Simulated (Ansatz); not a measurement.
Ansatz results at the PBE0-D4/def2-TZVP geometry: LUMO energy (ωB97M-V/def2-TZVPP) 1.95 eV; HOMO–LUMO gap (PBE0/def2-TZVPP) 8.96 eV; HOMO–LUMO gap (ωB97M-V/def2-TZVPP) 12.80 eV.

Each molecule was computed in one conformer, which needn't be the lowest.

Problem. Which molecule gave them?
A. `O=C=N[SiH](F)Cl`
B. `[SiH3]O[SiH2]O[SiH3]`
C. `N[Si](F)(Cl)Br`
D. `N[Si](F)(F)Cl`

Solution. D. The others give `[SiH3]O[SiH2]O[SiH3]`: 1.58, 8.55, 12.50; `O=C=N[SiH](F)Cl`: 1.75, 9.12, 13.38; `N[Si](F)(Cl)Br`: 1.92, 8.59, 12.64.
